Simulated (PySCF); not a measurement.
Simulated absorption spectrum

Species: cis-Zr(PH3)2F4 (singlet state).
Cartesian coordinates in Å at the PBE0-D3(BJ)/def2-SVP level; atoms count from 1:
```
atom  x, y, z in Å
Zr1   -0.974   -0.028   -0.811
P2    -1.072    0.004    2.184
H3     0.108    0.152    2.961
H4    -1.615   -1.101    2.889
H5    -1.829    1.024    2.817
F6    -0.968   -0.028   -2.723
P7     1.978   -0.009   -1.436
H8     2.548   -1.059   -2.202
H9     2.951    0.001   -0.400
H10    2.507    1.077   -2.180
F11   -2.857   -0.036   -0.486
F12   -0.378    1.736   -0.297
F13   -0.368   -1.785   -0.292
```

Level of theory: PySCF 2.14.0, density-fitted response routines, TDDFT CAM-B3LYP/def2-SVPD, vertical, gas phase, core orbitals frozen in the response, def2 core potentials past Kr. Spin–orbit coupling is left out.

Broadening: Gaussians 0.5 eV wide at half height, area fixed by f = 4.319×10⁻⁹ ∫ε dν̃. The cross-section is σ = 3.8235×10⁻²¹ ε cm², given in Mb (10⁻¹⁸ cm²). The width is an assumption, not a result. The curve ends short of the highest state used, and states not computed would add to its high-energy end.

| E (eV) | σ (Mb) |
| --- | --- |
| 5.84 | 0.02 |
| 5.87 | 0.03 |
| 5.89 | 0.04 |
| 5.92 | 0.06 |
| 5.95 | 0.09 |
| 5.97 | 0.12 |
| 6.00 | 0.19 |
| 6.02 | 0.24 |
| 6.05 | 0.35 |
| 6.08 | 0.49 |
| 6.10 | 0.62 |
| 6.13 | 0.85 |
| 6.16 | 1.14 |
| 6.18 | 1.37 |
| 6.21 | 1.79 |
| 6.23 | 2.11 |
| 6.26 | 2.66 |
| 6.29 | 3.29 |
| 6.31 | 3.76 |
| 6.34 | 4.50 |
| 6.37 | 5.28 |
| 6.39 | 5.82 |
| 6.42 | 6.62 |
| 6.45 | 7.40 |
| 6.47 | 7.89 |
| 6.50 | 8.55 |
| 6.52 | 8.94 |
| 6.55 | 9.41 |
| 6.58 | 9.74 |
| 6.60 | 9.88 |
| 6.63 | 9.96 |
| 6.66 | 9.89 |
| 6.68 | 9.77 |
| 6.71 | 9.48 |
| 6.74 | 9.10 |
| 6.76 | 8.80 |
| 6.79 | 8.31 |
| 6.81 | 7.97 |
| 6.84 | 7.46 |
| 6.87 | 6.99 |
| 6.89 | 6.70 |
| 6.92 | 6.35 |
| 6.95 | 6.11 |
| 6.97 | 6.03 |
| 7.00 | 6.05 |
| 7.02 | 6.18 |
| 7.05 | 6.56 |
| 7.08 | 7.22 |
| 7.10 | 7.83 |
| 7.13 | 9.02 |
| 7.16 | 10.59 |
| 7.18 | 11.86 |
| 7.21 | 14.12 |
| 7.24 | 16.83 |
| 7.26 | 18.90 |
| 7.29 | 22.37 |

(1) Locate the maxima and give the states behind the curve.

(2) On this curve, what absorbance would a 10⁻³ mol/L sample give at 193 nm over a 1 cm path?

(3) Coming from long wavelengths, where does ε first pass 100 L mol⁻¹ cm⁻¹?

Results:

(1) 187 nm (6.63 eV), ε about 2600, made up of S1 (87%) and S2 (13%) (ε in L mol⁻¹ cm⁻¹; maxima over ε = 5, shares over 10%). At its high-energy end, 7.29 eV, the curve is still rising (ε about 5800, from S3, S5 and S6). The states used: S1 6.59 eV (f 0.043); S2 6.89 eV (f 0.013); S3 7.34 eV (f 0.025); S4 7.44 eV (f 0.0006); S5 7.59 eV (f 0.173); S6 7.73 eV (f 0.119); S7 7.77 eV (f 0.0007); S8 7.88 eV (f 0.051); S9 7.89 eV (f 0.025).

(2) 193 nm is 6.424 eV, where ε is about 1800 L mol⁻¹ cm⁻¹, so A = ε c l ≈ 1.8 (Beer–Lambert, with the gas-phase spectrum and the assumed width).

(3) At about 205 nm (6.06 eV), 0.53 eV below S1.

The vertical ionisation energy (ΔSCF) is 10.74 eV, 2.85 eV above S9.
